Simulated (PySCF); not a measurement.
Species: C₈H₁₀O₂.
Numbering: `[CH3:1][CH:2]([CH3:3])[c:4]1[cH:5][cH:6][cH:7][c:8](=[O:9])[o:10]1`

Structure used (GFN2-xTB), in Å, numbered top down from 1:
```xyz
20
C8H10O2 angstrom
C     -1.752    1.449   -0.321
C     -1.312    0.179    0.411
C     -2.036   -1.050   -0.142
C      0.175   -0.001    0.259
C      1.056   -0.029    1.289
C      2.434   -0.206    1.001
C      2.843   -0.342   -0.281
C      1.895   -0.311   -1.370
O      2.144   -0.422   -2.544
O      0.572   -0.135   -1.010
H     -1.514    1.370   -1.378
H     -1.244    2.320    0.087
H     -2.825    1.590   -0.212
H     -1.533    0.280    1.478
H     -3.111   -0.931   -0.033
H     -1.803   -1.176   -1.196
H     -1.730   -1.947    0.392
H      0.716    0.081    2.304
H      3.144   -0.229    1.816
H      3.876   -0.479   -0.553
```

NICS is the negative of the GIAO shielding at a point without a nucleus: at the ring centre (0) and 1 Å above and below it (1); zz is the component along the ring normal. Level: GIAO PBE0/pcSseg-1 (PySCF, non-relativistic, gas phase) on the GFN2-xTB geometry, one conformer.

Ring bond lengths (Å), with Mayer bond orders in brackets: C4–C5 1.356 (1.58), C5–C6 1.420 (1.20), C6–C7 1.353 (1.61), C7–C8 1.444 (1.15), C8–O10 1.383 (0.95), O10–C4 1.336 (1.06).

Q: Give the NICS values of each ring in ppm.

A: 
```json
{"ring": "C4–C5–C6–C7–C8–O10", "type": "6-membered ring with O; bonds drawn aromatic by RDKit's count", "NICS(0)": "-1.1", "NICS(1), two faces": "-4.1 / -4.1", "NICS(1)zz, two faces": "-6.5 / -6.5", "rms pucker (Å)": "0.00", "centre to ring atoms, mean (Å)": "1.38"}
```

Q: What can be read from them?

A: 
- C4–C5–C6–C7–C8–O10: mean NICS(1)zz -6.5 ppm, shielded. That is too small in size for a clear verdict by the NICS criterion.

Q: How equal are the bonds by HOMA? HOMA = 1 − mean of α(R − Ropt)² over the ring bonds, with Krygowski's 1993 parameters (CC: Ropt 1.388 Å, α 257.7 Å⁻²; CO: Ropt 1.265 Å, α 157.38 Å⁻²).

A: 
- C4–C5–C6–C7–C8–O10: HOMA 0.23; the largest term is that of C8–O10, α(R − Ropt)² = 2.18. The geometric and the magnetic index point the same way.

Q: Give the inner angles of the rings and the Hirshfeld charges of the ring atoms.

A: 
- C4–C5–C6–C7–C8–O10: C4 121.8° (+0.114 e), C5 118.6° (-0.089 e), C6 119.9° (-0.022 e), C7 121.0° (-0.073 e), C8 115.8° (+0.184 e), O10 122.9° (-0.049 e); sum 720.0° against 720° for a flat convex ring.
